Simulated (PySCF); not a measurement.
# How methods differ on the ionisation energy of Si⁺

Si⁺ [Ne] 3s2 3p1 (2P) → Si²⁺ [Ne] 3s2 (1S), as a difference of total energies. All numbers are calculated (PySCF 2.14, scalar relativity by spin-free X2C-1e, in x2c-TZVPPall with one added diffuse shell each of s, p, d type (6s6p4d1f, 51 functions)). Correlated levels: valence: [Ne] frozen; valence and next inner shell: 1s2 frozen. The calculations carry no spin-orbit coupling.

| method | ionisation energy (eV) | error (eV) |
| --- | --- | --- |
| UHF | 15.825 | -0.497 |
| LDA | 16.359 | +0.037 |
| PBE | 16.402 | +0.080 |
| PBE0 | 16.422 | +0.100 |
| r2SCAN | 16.508 | +0.186 |
| BP86 | 16.478 | +0.156 |
| LC-wPBE | 16.565 | +0.243 |
| wB97M-V | 15.978 | -0.344 |
| BLYP | 16.244 | -0.078 |
| MP2 (valence) | 16.085 | -0.237 |
| SCS-MP2 (valence) | 16.074 | -0.248 |
| MP2 (valence and next inner shell) | 16.078 | -0.244 |
| SCS-MP2 (valence and next inner shell) | 16.066 | -0.256 |

Reference: 16.322 eV (measured; NIST levels, between the centres of gravity of the two terms).

Errors of the correlated levels include the incompleteness of this basis and the frozen core.
